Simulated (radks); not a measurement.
All-electron atom: Ca in [Ar] 4p2 (not the ground configuration).

Method: scalar-relativistic Kohn-Sham, r2SCAN, spin-polarised, spherical densities, finite nucleus; open shells are filled with parallel spins first; meta-GGA in the generalised Kohn-Sham scheme; Fermi nuclear charge, rms radius 3.4776 fm; computed with a radial shooting solver on a logarithmic mesh with Libxc functionals.

Energy parts (eV):
total: -18513.356
kinetic: 18640.131
electron-nucleus: -43916.252
Hartree: 7745.997
exchange-correlation: -983.232

Orbitals (lengths in bohr, moments of r in powers of bohr):
1s up: occ. 1; eigenvalue (eV) -3969.890; <r> 0.07686
1s down: occ. 1; eigenvalue (eV) -3969.844; <r> 0.07685
2s up: occ. 1; eigenvalue (eV) -423.5179; <r> 0.3631
2s down: occ. 1; eigenvalue (eV) -423.4958; <r> 0.3631
2p up: occ. 3; eigenvalue (eV) -341.5481; <r> 0.3273
2p down: occ. 3; eigenvalue (eV) -341.5015; <r> 0.3273
3s up: occ. 1; eigenvalue (eV) -51.3168; <r> 1.154
3s down: occ. 1; eigenvalue (eV) -51.2257; <r> 1.157
3p up: occ. 3; eigenvalue (eV) -31.2926; <r> 1.264
3p down: occ. 3; eigenvalue (eV) -31.2053; <r> 1.264
4p up: occ. 2; eigenvalue (eV) -2.7169; <r> 4.929

The highest occupied level is 4p up at -2.717 eV. The density falls to 0.001 e/bohr^3 at r = 5.50 bohr. Spin moment in Bohr magnetons: 2.

Run on one thread of a shared host, so times are rough (Arm Neoverse N1): 0.24 s of CPU time, 0.24 s wall, 18 iterations on 2381 mesh points.
